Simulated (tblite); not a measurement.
H₃B, singlet, geometry from GFN2-xTB; GFN1-xTB run with tblite 0.6.0.

Here is a job for tblite.
```
$ tblite run mol.xyz --method gfn1 --charge 0 --spin 0 --etemp 2000 --json tblite.json --no-restart

# file mol.xyz
4

B      0.00000000     0.00000000    -0.00000000
H     -1.13586369    -0.05694986    -0.25006823
H      0.42206688    -0.56959653     0.92378735
H      0.71379681     0.62654639    -0.67371912
```

The log (banner, timings and long lists left out):

```
xTB calculator
 | screened Coulomb repulsion
 | Coulomb electrostatics
 |  * isotropic Klopman-Ohno-Mataga-Nishimoto electrostatics
 |  * onsite third-order electrostatics
 | DFT-D3(BJ) dispersion correction

halogen bonding energy    0.0000000000000E+00 Eh
repulsion energy          4.2445330826286E-02 Eh
dispersion energy        -3.1905178802011E-04 Eh
number of electrons       6.0000000000000E+00 e
integral cutoff           2.1261634374110E+01 bohr

------------------------------------------------------------
  cycle        total energy    energy error   density error
------------------------------------------------------------
      1     -2.940436444002  -2.9825627E+00   4.3634182E-01
      2     -2.942314545320  -1.8781013E-03   2.6009095E-01
      3     -2.942485891555  -1.7134623E-04   3.5164403E-02
      4     -2.942579074647  -9.3183093E-05   2.8235465E-02
      5     -2.942766624425  -1.8754978E-04   5.5590222E-04
      6     -2.942766700351  -7.5926428E-08   1.3629275E-05
------------------------------------------------------------

electronic energy        -2.9848929793895E+00 Eh
total energy             -2.9427667003513E+00 Eh

Post processing:
 | Mayer-Wiberg bond orders

[Info] JSON dump of results written to 'tblite.json'
```
